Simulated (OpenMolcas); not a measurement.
# Sn III: RASPT2 settings compared

* Program: OpenMolcas
* Basis: ANO-R3 [8s7p5d3f2g1h]
* Scalar Hamiltonian: X2C, finite nucleus
* Active space: 2 electrons in 9 orbitals (RAS2 5s 5p; RAS3 5d, at most 2 electrons)
* State averaging: 2S+1 = 1 even, 7 roots; 2S+1 = 3 even, 3 roots kept (CI in the orbitals of an earlier block); 2S+1 = 1 odd, 3 roots; 2S+1 = 3 odd, 3 roots kept (CI in the orbitals of an earlier block)
* Spin-orbit coupling: state interaction with AMFI integrals over the reference wave functions, term energies averaged over their components

Methods on the same reference wave functions:
A. RASSCF
B. SS-RASPT2, IPEA 0.15 Eh, no level shift (closed shells correlated: 4d)
C. SS-RASPT2, IPEA 0.6 Eh, imaginary shift 0.25 Eh (closed shells correlated: 4d)
D. MS-RASPT2, IPEA 0.15 Eh, no level shift (closed shells correlated: 4d)
E. MS-RASPT2, IPEA 0.6 Eh, imaginary shift 0.25 Eh (closed shells correlated: 4d)
F. XMS-RASPT2, IPEA 0.3 Eh, imaginary shift 0.05 Eh (closed shells correlated: 4d)

Energies in cm-1 above 5s2 1S0, the measured ground level; measured values from Moore, Atomic Energy Levels, vol. III, NSRDS-NBS 35 (1971 reprint of NBS Circular 467, 1958).

| Level | A | B | C | D | E | F | Measured |
| --- | --- | --- | --- | --- | --- | --- | --- |
| 5s2 1S0 | 0.0 | 0.0 | 0.0 | 0.0 | 0.0 | 0.0 | 0.0 |
| 5s 5p 3P* 0 | 49707 | 54810 | 54910 | 55440 | 55460 | 55810 | 53548 |
| 5s 5p 3P* 1 | 50889 | 55960 | 56060 | 56590 | 56610 | 56960 | 55196 |
| 5s 5p 3P* 2 | 53604 | 58700 | 58800 | 59340 | 59350 | 59700 | 59229 |
| 5s 5p 1P* 1 | 79755 | 78640 | 79070 | 79280 | 79620 | 79830 | 79911 |

Deviations, from unrounded energies. A percentage is the sum of absolute deviations over the sum of measured energies, with the sign that they share, or ± where signs differ.

```json
{"Against measurement": "mean absolute deviation (cm-1)", "Levels": "4", "A": "3500", "B": "950", "C": "870", "D": "1000", "E": "930", "F": "1100"}
{"Against measurement": "other configurations (%)", "Levels": "4", "A": "-5.6", "B": "±1.5", "C": "±1.4", "D": "±1.6", "E": "±1.5", "F": "±1.8"}
```

C lies closest to measurement on these levels and A furthest from it. The largest miss of C in the table is 5s 5p 3P* 0, by +1400 cm-1. The ranking rests on the paired levels alone, and a cruder setting can come out closer through cancelling errors.

Among B to F the level of the table that moves most is 5s 5p 1P* 1, by 1200 cm-1 (lowest in B, highest in F). Moves below CASPT2's spread within the term are not significant.

The lowest spin-free term lies below A's lowest term by 0.476 hartree in B, 0.473 hartree in C, 0.479 hartree in D, 0.475 hartree in E, 0.482 hartree in F.

Term energies are means over components that CASPT2 splits; among the terms shown or strongly mixed into the levels shown the widest spread is 74 cm-1 (5s 5p 3P*, F). Terms from blocks run as CI alone lack orbitals of their own. Active for correlation alone: 5d; no level in the range computed is led by a configuration that fills it, so any true level of that kind is missing. Computed and measured levels are paired by configuration, term and J; levels that our copy of the source lacks, or whose pairing is in doubt (as where it misses far off the trend of its configuration), stay unpaired and out of the deviations. Levels of configurations outside the active space are missing. The table leaves out levels that lie high or whose names do not pair safely across all columns.

* marks odd parity.
